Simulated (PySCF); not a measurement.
# How the method moves the HOMO and LUMO of `O[Si@H]1CC=C1Cl`

Compound: C3H5ClOSi.
Numbering: `[OH:1][Si@H:2]1[CH2:3][CH:4]=[C:5]1[Cl:6]` (hydrogens: H7 on O1; H8 on Si2; H9, H10 on C3; H11 on C4)

Structure used (PBE0-D3(BJ)/def2-SVP), in Å, numbered top down from 1:
```
atom  x, y, z in Å
O1     2.3097    0.0721    0.5527
Si2    0.9548   -0.1544   -0.3784
C3    -0.5820   -1.0472    0.3101
C4    -1.3208    0.2330   -0.0281
C5    -0.4026    1.1285   -0.4534
Cl6   -0.6715    2.7480   -0.9483
H7     2.1834    0.4573    1.4251
H8     1.4856   -0.6408   -1.6778
H9    -0.5676   -1.2739    1.3893
H10   -0.9430   -1.9415   -0.2243
H11   -2.4061    0.3857    0.0416
```

Basis pcSseg-2 throughout (PySCF), one geometry. Isolated species at its PBE0-D3(BJ)/def2-SVP geometry (one conformer only).

How do the orbital energies, the gap and the dipole change with the method?

| method | kind | HOMO (eV) | LUMO (eV) | gap (eV) | μ (D) | SCF cycles |
| --- | --- | --- | --- | --- | --- | --- |
| BLYP | GGA | -6.12 | -1.54 | 4.58 | 2.03 | 17 |
| B97-D | GGA | -6.23 | -1.55 | 4.68 | 2.06 | 16 |
| PBE | GGA | -6.29 | -1.68 | 4.61 | 2.05 | 17 |
| OPBE | GGA | -6.30 | -1.56 | 4.74 | 2.07 | 18 |
| KT2 | GGA | -6.32 | -1.68 | 4.64 | 2.05 | 17 |
| KT3 | GGA | -6.34 | -1.64 | 4.70 | 2.03 | 17 |
| BP86 | GGA | -6.38 | -1.75 | 4.63 | 2.07 | 17 |
| LDA | LDA | -6.44 | -1.91 | 4.53 | 2.10 | 16 |
| B97-2 | global hybrid | -7.18 | -0.76 | 6.42 | 2.14 | 14 |
| B3LYP | global hybrid | -7.19 | -0.95 | 6.24 | 2.11 | 14 |
| PBE0 | global hybrid | -7.42 | -0.74 | 6.69 | 2.16 | 14 |
| mPW1PW91 | global hybrid | -7.44 | -0.74 | 6.71 | 2.15 | 14 |
| BHandHLYP | global hybrid | -8.39 | 0.26 | 8.65 | 2.22 | 13 |
| CAM-B3LYP | range-separated hybrid | -8.69 | 0.33 | 9.03 | 2.18 | 13 |
| wB97X-D | range-separated hybrid | -9.22 | 1.07 | 10.29 | 2.20 | 14 |
| HF | Hartree–Fock | -9.86 | 2.41 | 12.26 | 2.38 | 12 |
| LC-wPBE | range-separated hybrid | -10.05 | 1.48 | 11.53 | 2.24 | 14 |

The HOMO spans 3.93 eV, from BLYP down to LC-wPBE, and the gap runs from 4.53 eV (LDA) to 12.26 eV (HF). Over the methods BLYP (0 %), B97-D (0 %), PBE (0 %), OPBE (0 %), KT2 (0 %), KT3 (0 %), BP86 (0 %), LDA (0 %), B97-2 (21 %), B3LYP (20 %), PBE0 (25 %), mPW1PW91 (25 %), BHandHLYP (50 %), HF (100 %), a straight line through the gap against the share of exact exchange rises by 0.77 eV for each 10 % (correlation coefficient 0.999). The dipole ranges from 2.03 D (BLYP) to 2.38 D (HF). This basis has no diffuse functions.
